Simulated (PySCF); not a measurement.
## Assignment exercise: C4H9NOSi2

Bonds (- single, = double, # triple, : aromatic): N1#C2, C2-Si3, Si3-C4, C4-C5, C5-Si6, Si6-O7, O7-C8, C8-Si3. Si3 carries H9; C4 carries H10, H11; C5 carries H12, H13; Si6 carries H14, H15; C8 carries H16, H17. Stereochemistry as in N#C[Si@H]1CC[SiH2]OC1. H10, H12, H15, H16 are cis to C2 on the ring; H11, H13, H14, H17 are trans to C2 on the ring.

No solvent model, single conformer, no relativistic terms. Shielding tensors at PBE0/pcSseg-1 (GIAO); GFN2-xTB structure; PySCF 2.14.

Shifts are taken against calculated references (same method and geometry level): TMS for $^{13}$C, $^{1}$H.

(1) Assign these signals to the numbered atoms. $^{13}$C{$^{1}$H} NMR (computed): δ 124.3 (C), 56.0 (CH2), 8.7 (CH2), 8.2 (CH2).

(2) Assign these signals to the numbered atoms. $^{1}$H NMR (600 MHz, computed): δ 5.08 (m, 1H), 4.76 (m, 1H), 4.50 (m, 1H), 4.43 (m, 1H), 4.23 (m, 1H), 1.80 (m, 1H), 1.46 (m, 1H), 0.96 (m, 1H), 0.85 (m, 1H).

## Answers

(1) 
| δ (ppm) | atoms | environment | reason |
| --- | --- | --- | --- |
| 124.3 | C2 | nitrile carbon | C≡N carbons fall here, among the sp2 signals but without a proton |
| 56.0 | C8 | sp3 CH2 bonded to O and Si | the inductive effect lowers its shielding |
| 8.7 | C5 | sp3 CH2 bonded to Si | an electropositive neighbour leaves it electron-rich and shielded |
| 8.2 | C4 | sp3 CH2 bonded to Si | – |

C5 and C4 lie closer than the usual error of such a calculation, so a measured spectrum could show them in the other order.

(2) 
| δ (ppm) | atoms | environment | reason |
| --- | --- | --- | --- |
| 5.08 | H15 | hydrogen on a silicon bonded to C, O, in a 6-membered ring | – |
| 4.76 | H14 | hydrogen on a silicon bonded to C, O, in a 6-membered ring | – |
| 4.50 | H9 | hydrogen on a silicon bonded to 3 C, in a 6-membered ring | – |
| 4.43 | H17 | hydrogen on an sp3 CH2 bonded to O and Si | its carbon carries O, hence the downfield position |
| 4.23 | H16 | hydrogen on an sp3 CH2 bonded to O and Si | – |
| 1.80 | H11 | hydrogen on an sp3 CH2 bonded to Si | – |
| 1.46 | H10 | hydrogen on an sp3 CH2 bonded to Si | – |
| 0.96 | H13 | hydrogen on an sp3 CH2 bonded to Si | – |
| 0.85 | H12 | hydrogen on an sp3 CH2 bonded to Si | an electropositive neighbour shields it, as in TMS itself |

H9 and H17; H13 and H12 lie closer than the usual error of such a calculation, so a measured spectrum could show them in the other order.

Shifts are as computed. Against solution values, carbons near 30 ppm lie about +3 ppm off and those near 130 ppm about +5 ppm. Of 1211 compounds with measured shifts, 218 miss one by over three times the rms of a fit or turn the order of signals round; such compounds aren't used in these exercises. No couplings were computed; multiplicities are counted from neighbouring protons, with m where these are inequivalent, close in shift, in a saturated or five-membered ring or joined by F or P, and br s for small geminal =CH2 splittings.
